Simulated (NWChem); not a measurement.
# Correlation energy of HGa

```
Ga
H 1 1.6914
```
Charge 0, spin multiplicity 1.

The numbers come from NWChem runs, not from measurements. The geometry was optimised at B3LYP/def2-SVP, a minimum by its harmonic frequencies.

Basis set: 6-31G*. Each correlation energy counts from its own Hartree-Fock reference.

The Hamiltonian is non-relativistic. The correlated methods keep 9 core orbitals frozen. The Pople sets run with spherical d functions. The structure started from a generated list of species. Coupled-cluster values serve here as a point of comparison, not as the truth.

Task: For the correlation energy, MP2 gives -223.1 mHa and SCS-MP2 gives -208.1 mHa. What do CR-CCSD[T], CR-CCSD(T), CCSD give?

Result: CR-CCSD[T]: -227.1 mHa; CR-CCSD(T): -226.3 mHa; CCSD: -222.7 mHa.
